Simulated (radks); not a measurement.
Question: Neutral krypton, [Kr]. All-electron calculation, non-relativistic Kohn-Sham, r2SCAN, spin-polarised, spherical densities, point nucleus; meta-GGA in the generalised Kohn-Sham scheme. Program: a radial shooting solver on a logarithmic mesh with Libxc functionals. Every spin shell is full or empty, so the densities are truly spherical. Functionals are evaluated on that one density, not self-consistently. Rank these exchange functionals by their error against the exact value of the orbitals, and give that value: LDA, revPBE, OPTX, AM05, B86b, G96, EV93, APBE, revTPSS, SCAN, MS2, TASK.

Answer: Exact: -93.8003 hartree. From best to worst, with 100 (|E| - |E exact|)/|E exact| (equal figures are ties): EV93 -0.03, B86b +0.06, revPBE -0.24, SCAN +0.26, G96 +0.32, APBE +0.42, MS2 -0.43, revTPSS -0.81, OPTX +0.87, TASK -2.42, AM05 -5.09, LDA -5.53.
